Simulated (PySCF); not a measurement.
**Electron affinity of Sb by level of theory**

Sb⁻ [Kr] 4d10 5s2 5p4 (3P) → Sb [Kr] 4d10 5s2 5p3 (4S), as a difference of total energies. Calculation: PySCF 2.14, in def2-TZVPPD with the def2 core potential (28 electrons) (7s5p4d2f, 56 functions); scalar relativity through the core potential. Correlated levels: valence: 4s2 4p6 4d10 frozen; valence and next inner shell: nothing frozen outside the core potential. The calculations carry no spin-orbit coupling.

**Question.** Order these methods by the electron affinity they give, lowest first.
A. PBE0
B. MP2 (valence)
C. BP86
D. r2SCAN

**Answer.** B (0.431 eV), A (0.775 eV), D (0.801 eV), C (1.013 eV).

The reference lies between the lowest fine-structure levels, while these numbers refer to the centres of the terms.

Errors of the correlated levels include the incompleteness of this basis and the frozen core.

A negative affinity means that the anion lies above the atom at that level of theory.

In the anion the highest occupied orbital energy is positive at LDA, PBE, PBE0, r2SCAN, BP86, TPSSh, r2SCANh, PBEsol, a self-interaction effect; the basis confines that electron, and the energy difference can still be sensible.

For comparison: 1.047 eV (measured; photodetachment measurements, as compiled on the Wikipedia data page of electron affinities).
